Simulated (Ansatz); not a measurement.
Reaction (SMILES): BN (BH2-NH2) → [BH-]N (closed-shell singlet) + H+
B3LYP-D3(BJ)/def2-TZVP geometries, fixed; electronic energies without zero-point terms.

The deprotonation energy at MP2 with Ansatz (an electronic-structure program), in kcal/mol, split into its Hartree-Fock and correlation parts. Cores are frozen. A restricted Hartree-Fock determinant is unstable towards unrestricted orbitals. The proton leaves the site shown, which need not be the most acidic. No added dispersion term, no relativity. Functions are those of the species that has most.

```csv
basis,X,functions,Hartree-Fock,MP2
aug-cc-pVDZ,2,82,435.98,427.14
aug-cc-pVTZ,3,184,437.65,429.38
aug-cc-pVQZ,4,344,437.86,429.78
```

Worked estimate of the basis-set limit from each neighbouring pair, with Hartree-Fock from the larger set and the correlation part extrapolated as X^-3.
Correlation parts: X = 2: -8.84, X = 3: -8.27, X = 4: -8.08.
- (2,3): (27·(-8.27) - 8·(-8.84))/19 = -8.03; with Hartree-Fock 437.65 the estimate is 429.62 kcal/mol.
- (3,4): (64·(-8.08) - 27·(-8.27))/37 = -7.94; with Hartree-Fock 437.86 the estimate is 429.92 kcal/mol.
The last two estimates differ by 0.30 kcal/mol; the largest set lies 0.14 from the last. Over the last step Hartree-Fock moves by 0.21 and the correlation part by 0.19.
